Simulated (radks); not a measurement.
Values are calculated unless marked as measured or tabulated.
All-electron atom: Kr30+ in [He] 2s2 2p2 (the NIST ground configuration). Level of theory: scalar-relativistic Kohn-Sham, r2SCAN, spin-unpolarised, spherical densities, finite nucleus; meta-GGA in the generalised Kohn-Sham scheme; Fermi nuclear charge, rms radius 4.1884 fm (a radial shooting solver on a logarithmic mesh with Libxc functionals).

Unscreened Slater integrals over Kohn-Sham orbitals (hartree). Empty in this configuration: 3s.

F0(2p,2p): 6.1085
F2(2p,2p): 2.9252
F0(2p,2s): 5.5608
G1(2p,2s): 3.1274
F0(2p,1s): 8.2554
G1(2p,1s): 1.5859
F0(2p,3s): 2.8740
G1(2p,3s): 0.30540
F0(2s,2s): 5.2192
F0(2s,1s): 7.3157
G0(2s,1s): 0.73293
F0(2s,3s): 2.8035
G0(2s,3s): 0.24222
F0(1s,1s): 22.777
F0(1s,3s): 3.2986
G0(1s,3s): 0.17771
F0(3s,3s): 2.1950

Derived for the open shells (J is the average intra-shell exchange parameter used in DFT+U). 2p: J = F2/5 = 0.5850 hartree; in LS coupling 1D lies 6 F2/25 = 0.7021 hartree above 3P.
